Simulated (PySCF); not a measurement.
F+ (fluorine, charge +1) across methods

[He] 2s2 2p4, high-spin 3P determinant. Computed with PySCF 2.14 in def2-TZVPPD (6s4p3d1f, 40 functions), with no relativity, point nucleus.

```
   method  E (hartree)  mean ε 2s β (eV)  mean ε 2p α (eV)  mean ε 2p β (eV)  Σ⟨r²⟩ (bohr²)   ⟨S²⟩
  wB97M-V     -99.1055           -50.242           -35.165           -31.585          7.233  2.003
      UHF    -98.83661           -54.270           -40.722           -35.658          7.100  2.005
BHandHLYP     -99.1092           -50.139           -35.591           -31.645          7.167  2.003
     PBE0     -99.0360           -47.286           -32.781           -29.026          7.193  2.002
   r2SCAN     -99.0840           -44.922           -30.850           -27.028          7.168  2.003
      PBE     -99.0219           -44.463           -29.883           -26.441          7.255  2.002
    B3LYP     -99.1198           -46.924           -32.273           -28.694          7.222  2.002
      LDA     -98.4489           -44.492           -30.009           -26.157          7.291  2.002
```

Problem. Estimate the same row for r2SCANh.

Solution. E (hartree) = -99.0837; mean ε 2s β (eV) = -45.966; mean ε 2p α (eV) = -31.902; mean ε 2p β (eV) = -27.993; Σ⟨r²⟩ (bohr²) = 7.157; ⟨S²⟩ = 2.003.
